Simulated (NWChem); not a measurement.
Species: SnNH₂Cl, singlet; SMILES [NH2][Sn][Cl]

Results from NWChem. Low-valent species are run as closed-shell singlets; no triplet was tried in these runs. Structure relaxed at the PBE-D3(BJ)/def2-SVP level. def2 effective core potentials on Sn; no spin-orbit coupling. One conformer.

Diagonal of the polarisability tensor at PBE0/def2-SVPD, static: 69.30, 80.37, 51.29 bohr³.

Problem. Find the mean polarisability volume, the molar refraction, and the refractive index that an ideal gas of it would have at 273.15 K and 1 atm.

Solution. 
1. Mean: one third of the trace = 66.99 bohr³ × 0.14818 Å³/bohr³ = 9.93 Å³.
2. Molar refraction (Lorentz-Lorenz): (4π/3) N_A α = 25.0 cm³/mol.
3. Number density p/kT = 2.687 × 10⁻⁵ Å⁻³; n − 1 = 2π N α = 16.76 × 10⁻⁴.
4. These hold the electronic response alone: vibrational and orientational terms add to the static dielectric constant.
